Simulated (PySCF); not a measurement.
# Correlation energy of Au³⁺ (gold, charge +3)

[Xe] 4f14 5d8, high-spin 3F determinant. All numbers are calculated (PySCF 2.14, scalar relativity by spin-free X2C-1e, in x2c-TZVPPall (11s7p7d3f1g, 97 functions)). Frozen: [Kr] 4d10 4f14; 16 electrons correlated.

MP2 pair energies summed by pair of shells (mhartree):

| pair | energy | share (%) |
| --- | --- | --- |
| 5d-5d | -181.45 | 45.4 |
| 5p-5d | -137.60 | 34.4 |
| 5p-5p | -37.65 | 9.4 |
| 5s-5d | -22.23 | 5.6 |
| 5s-5p | -17.86 | 4.5 |
| 5s-5s | -2.94 | 0.7 |

Total MP2 correlation energy: -399.73 mhartree.

Same-spin part -127.59 and opposite-spin part -272.14 mhartree; SCS-MP2 scales them by 1/3 and 6/5 to -369.10 mhartree.

This basis was not built for core-valence correlation, so the inner-shell part is incomplete.
